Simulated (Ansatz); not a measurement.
`N[SiH2][SiH2]F` + `CO[SiH2]S` → `CO[SiH2]S[SiH2]F` + `N[SiH3]`  (cleavage of the Si–Si bond)

Calculated with Ansatz (gas phase, PBE0-D4/def2-TZVP geometries, no zero-point term in ΔE). CCSD(T)/CBS is the MP2 limit (def2-TZVPP, def2-QZVPP) plus CCSD(T) − MP2 in def2-TZVPP, frozen cores. This one scheme is used for every species. Each species was taken in one conformer, which may not be the lowest.

`N[SiH2][SiH2]F`:

```xyz
10

N    -0.834   -1.136   -1.087
Si   -0.260   -0.723    0.484
Si    0.901    1.307    0.308
F    -0.052    2.384   -0.421
H    -1.313   -0.439   -1.634
H    -1.219   -2.051   -1.258
H    -1.304   -0.596    1.549
H     0.679   -1.787    0.936
H     1.270    1.859    1.639
H     2.133    1.183   -0.516
```

`CO[SiH2]S`:

Z-matrix (Å, degrees):
```
C
O 1 1.410
H 1 1.091 2 108.1
H 1 1.096 2 111.7 3 119.3
H 1 1.095 2 111.3 3 -119.1
Si 2 1.639 1 122.6 3 -170.3
S 6 2.120 2 109.8 1 171.1
H 6 1.488 2 108.6 1 49.0
H 6 1.485 2 111.9 1 -72.6
H 7 1.344 6 94.3 2 -69.2
```

`CO[SiH2]S[SiH2]F`:

Cartesian coordinates in Å:
```
C 0.386 -1.638 -0.793
O 0.712 -0.289 -1.055
Si 1.439 0.753 -0.032
S 0.079 2.250 0.692
Si -1.687 1.092 0.714
F -1.481 -0.245 1.574
H 0.873 -2.273 -1.536
H 0.707 -1.950 0.206
H -0.696 -1.772 -0.867
H 1.999 -0.007 1.115
H 2.492 1.507 -0.748
H -2.726 1.918 1.367
H -2.096 0.654 -0.637
```

`N[SiH3]`:

```xyz
7

N     0.882   -0.220    0.558
Si   -0.522    0.243   -0.322
H     1.683   -0.579    0.064
H     0.783   -0.673    1.451
H    -0.091    1.121   -1.441
H    -1.319   -0.873   -0.915
H    -1.417    0.982    0.604
```

```json
{"level": "CCSD/def2-TZVPP", "ΔE (kJ/mol)": "-83.2"}
{"level": "CCSD(T)/def2-TZVPP", "ΔE (kJ/mol)": "-85.0"}
```

Task: What does CCSD(T)/CBS give? (Best estimate.)

Result: The calculation gave: -86.6 kJ/mol. The listed levels differ from it by 3.4, 1.6 kJ/mol.

Largest T1 diagnostic among the species: 0.012.

From PBE to PBE0 (25 % exact exchange), in def2-TZVPP and without D4, ΔE moves by −5.1 kJ/mol. The D4 term adds −9.4 kJ/mol with B3LYP and −5.2 kJ/mol with PBE0; it sums over pairs of atoms, weighted by their polarisabilities, and B3LYP, whose exchange is more repulsive, gets the larger term.

B3LYP here is the variant with VWN-RPA as its local correlation; programs differ in this.
